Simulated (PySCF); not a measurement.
C₄H₆OSSi.
SMILES: `[SiH3]Oc1cccs1`

A linear-response calculation (PySCF, def2-SVPD basis, gas phase, vertical, core orbitals frozen in the response) gave these numbers; the functional is withheld.

Orbital energies (eV): HOMO-3 -11.53, HOMO-2 -11.11, HOMO-1 -9.11, HOMO -8.04, LUMO 1.39, LUMO+1 1.47, LUMO+2 1.99.

| state | E (eV) | f | main configurations (H = HOMO, L = LUMO) |
| --- | --- | --- | --- |
| S1 | 5.14 | 0.0013 | H→L (76%), H→L+3 (11%) |
| S2 | 5.38 | 0.131 | H→L+1 (90%) |
| S3 | 5.97 | 0.0038 | H-1→L (61%), H-1→L+3 (15%) |
| S4 | 6.06 | 0.035 | H-1→L+1 (68%), H→L+6 (12%) |
| S5 | 6.10 | 0.0011 | H→L+2 (57%), H→L+3 (15%) |
| S6 | 6.68 | 0.0022 | H→L+5 (46%), H→L+3 (16%), H→L+4 (12%) |

Triplets (Tamm–Dancoff): T1 3.60 eV, H→L+1 (82%), H→L (12%); T2 4.92 eV, H-1→L+1 (70%), H-1→L (11%); T3 4.95 eV, H→L (66%), H→L+3 (12%), H→L+1 (9%); T4 5.62 eV, H→L+6 (33%), H→L+11 (20%), H→L+7 (15%).

Vertical ionisation energy by ΔSCF with the same functional: 8.15 eV. Mean static polarisability: 93.2 au.

Problem. Name the functional.
A. PBE
B. B3LYP
C. wB97X-D
D. HF

Solution. C. wB97X-D is range-separated, 22% exact exchange at short range and 100% at long range (ω = 0.2 bohr⁻¹). In this run −ε(HOMO) = 8.04 eV differs from the ΔSCF value by -0.10 eV, and S1 differs from the orbital gap of 9.44 eV by -4.29 eV. The ratio −ε(HOMO)/IP is 0.99. Small neutral molecules mostly give 0.89 to 0.99 with wB97X-D, 0.5 to 0.7 with PBE, 0.67 to 0.83 with B3LYP; Hartree–Fock can't fall below 1, since the ion's relaxation only lowers the ΔSCF value. The other options: PBE, a GGA without exact exchange; HF, time-dependent Hartree–Fock, 100% exact exchange; B3LYP, a global hybrid with 20% exact exchange.

Method used: PySCF 2.14.0, density-fitted response routines, TDDFT wB97X-D/def2-SVPD, vertical, gas phase, core orbitals frozen in the response. The structure is a single PBE0-D3(BJ)/def2-SVP conformer in the gas phase; no vibrational or solvent corrections.

Conformer computed: `[SiH3:1][O:2][c:3]1[cH:4][cH:5][cH:6][s:7]1`: Si1–O2–C3–C4 171°.
